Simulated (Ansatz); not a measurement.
Cost and result for the atomization energy of AgF$_{3}$H$_{6}$NPSi$_{2}$, SMILES `F[P+](F)(F)[Ag-][N]([SiH3])[SiH3]` (14 atoms, 13 bonds).

```xyz
14

F     2.4039   -2.4708   -2.5276
P     1.3366   -1.3666   -2.7108
F     0.3941   -2.0851   -3.7045
F     2.0881   -0.4330   -3.6874
Ag    0.4298   -0.4346   -0.8609
N    -0.3786    0.3973    0.7985
Si   -0.1566    2.0750    1.0323
Si   -1.2604   -0.6279    1.8429
H     0.7261    2.6274   -0.0394
H     0.4842    2.3947    2.3442
H    -1.4347    2.8491    0.9856
H    -1.1774   -2.0399    1.3607
H    -2.7120   -0.2795    1.9214
H    -0.7432   -0.6062    3.2450
```

The species carries charge 0 and has multiplicity 1. Correlated methods include outer-core shells of Ag, which these sets cover unevenly. Ag takes the def2 core potential. All single points use the PBE0-D4/def2-TZVP geometry. It is one conformer, not always the lowest. Program: Ansatz. All runs use 4 threads of an AMD EPYC 7R13 on a shared host and a share of an NVIDIA H100 80 GB. Times are those of one run each, without the atoms' runs, and a repeat can differ threefold. Electronic energies, without spin–orbit coupling; frozen cores. CCSD(T)/CBS adds CCSD(T) − MP2 in def2-TZVPP to the MP2 limit, and its time is that of the two runs behind it. T1 = 0.015. With those shells the extrapolation isn't a true limit. B3LYP takes the VWN-RPA correlation (the form of Gaussian; ORCA's B3LYP/G).

CCSD(T)/CBS is a level of theory with its own doubt, some kJ/mol a heavy atom from the limit and from the frozen cores, so smaller differences don't rank the functionals.

```csv
level,functions,wall time,atomization (kcal/mol),difference from CCSD(T)/CBS,per bond
LDA (SPW92)/def2-TZVPP,390,3.5 s,1243.0,167.5,12.9
CAM-B3LYP-D4/def2-TZVPP,390,4.5 s,1077.4,1.9,0.1
ωB97M-V/def2-TZVPP (with forces),390,4.9 s,1078.9,3.4,0.3
B3LYP-D4/def2-TZVPP (with forces),390,5 s,1065.5,-10.0,-0.8
ωB97X-V/def2-TZVPP,390,5.5 s,1082.3,6.8,0.5
CCSD(T)/def2-SVP,171,5.5 s,961.2,-114.3,-8.8
B97M-V/def2-TZVPP,390,6 s,1073.5,-2.0,-0.2
BLYP-D4/def2-TZVPP,390,6.5 s,1070.5,-5.0,-0.4
PBE-QIDH/def2-TZVPP,390,7 s,1049.8,-25.7,-2.0
MP2/def2-QZVPP,706,7 s,1088.5,13.0,1.0
r2SCAN-D4/def2-TZVPP (with forces),390,7.5 s,1073.6,-1.9,-0.2
CCSD(T)/def2-TZVPP,390,22 s,1035.8,-39.7,-3.1
CCSD(T)/CBS(def2),–,29 s,1075.5,0.0,0.0
```

At CCSD(T), def2-SVP lies −114.4 kcal/mol from the extrapolated value and def2-TZVPP −39.7 kcal/mol: correlation converges slowly with the basis, and small sets miss more of it in the bonded molecule than in its fragments. From PBE to PBE0 (25 % exact exchange), in def2-TZVPP and without D4, the atomization energy moves by −26.9 kcal/mol: exact exchange takes away binding that semilocal exchange gives to molecules. In def2-TZVPP, CCSD(T) changes the Hartree–Fock value by +306.7 kcal/mol (the triples alone add +21.2 kcal/mol) and MP2 by +334.7 kcal/mol; breaking electron pairs costs correlation energy, which Hartree–Fock lacks.
